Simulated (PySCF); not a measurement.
Species: TeMe4, C4H12Te.
SMILES: `C[Te](C)(C)C`

Method used: PBE0-D3(BJ)/def2-SVP geometry optimisation, gas phase, def2 core potentials past Kr in PySCF.

Masses are those of the commonest isotopes; rigid-rotor values at the optimised geometry. 

Question: Give the principal moments of inertia and the rotational constants in MHz.

Answer: Ia = 151.32, Ib = 209.91, Ic = 272.98 u·Å²; 505379 MHz·u·Å²/I gives A = 3340, B = 2408, C = 1851 MHz.

Question: Classify the top.

Answer: An asymmetric top: κ = (2 × 2408 − 3340 − 1851)/(3340 − 1851) = -0.25.

Question: Is it planar, by Δ = Ic − Ia − Ib?

Answer: Not planar: Δ = Ic − Ia − Ib = -88.25 u·Å². For a rigid frame Δ = −2 Σ m c², so Σ m c² = 44.13 u·Å² lies off the ab plane: 13.49 from hydrogen and 30.63 from heavier atoms. The atom farthest from that plane is 1.99 Å away.

Question: Give the other two planar moments, Paa and Pbb, and the rms extents of the mass along the axes.

Answer: Paa = Σ m a² = (Ib + Ic − Ia)/2 = 165.79 and Pbb = Σ m b² = (Ia + Ic − Ib)/2 = 107.19 u·Å². With the mass M = 190.00 u, the rms extents √(P/M) along a, b and c are 0.93, 0.75, 0.48 Å.

Question: Which types of transition are allowed, and where do some lines up to J = 3 fall?

Answer: The dipole components are |μa| = 0.00 D, |μb| = 0.00 D, |μc| = 0.61 D; the symmetry axis of this C2v structure is c, so μa and μb vanish by symmetry and there are no a-type or b-type lines. Some of the stronger lines:

| type | branch | J(Ka,Kc) | MHz | lower level (cm⁻¹) |
| --- | --- | --- | --- | --- |
| c | Q | 2(1,2) ← 2(0,2) | 561 | 0.420 |
| c | Q | 1(1,1) ← 1(0,1) | 932 | 0.142 |
| c | Q | 3(2,2) ← 3(1,2) | 2105 | 0.944 |
| c | Q | 2(2,1) ← 2(1,1) | 2797 | 0.494 |
| c | Q | 3(3,1) ← 3(2,1) | 5334 | 1.041 |
| c | R | 1(1,0) ← 0(0,0) | 5747 | 0.000 |
| c | R | 2(1,1) ← 1(0,1) | 10563 | 0.142 |
| c | R | 2(2,0) ← 1(1,0) | 12056 | 0.192 |
| c | R | 2(2,1) ← 1(1,1) | 12427 | 0.173 |
| c | R | 3(1,2) ← 2(0,2) | 15698 | 0.420 |
| c | R | 3(2,1) ← 2(1,1) | 16393 | 0.494 |
| c | R | 3(2,2) ← 2(1,2) | 17242 | 0.439 |
| c | R | 3(3,0) ← 2(2,0) | 18786 | 0.594 |
| c | R | 3(3,1) ← 2(2,1) | 18930 | 0.588 |

Question: Estimate the classical rotational partition function at 10 K, 100 K and 298.15 K.

Answer: Point group C2v, symmetry number σ = 2; q = (√π/σ)·√((kT/h)³/(ABC)), k/h = 20836.6 MHz/K: 691 at 10 K, 21800 at 100 K, 112000 at 298.15 K.

PBE0-D3(BJ)/def2-SVP frequencies: not computed here. Zero-point vibration and centrifugal distortion are left out. A rigid rotor knows nothing of internal rotation, which can split or shift real lines.

Time: 95 s wall; peak memory 0.58 GiB. Hardware: one thread, Intel Xeon Platinum 8488C (x86_64), shared host with 96 logical CPUs at a one-minute load of 36. That covers the optimisation of the geometry.
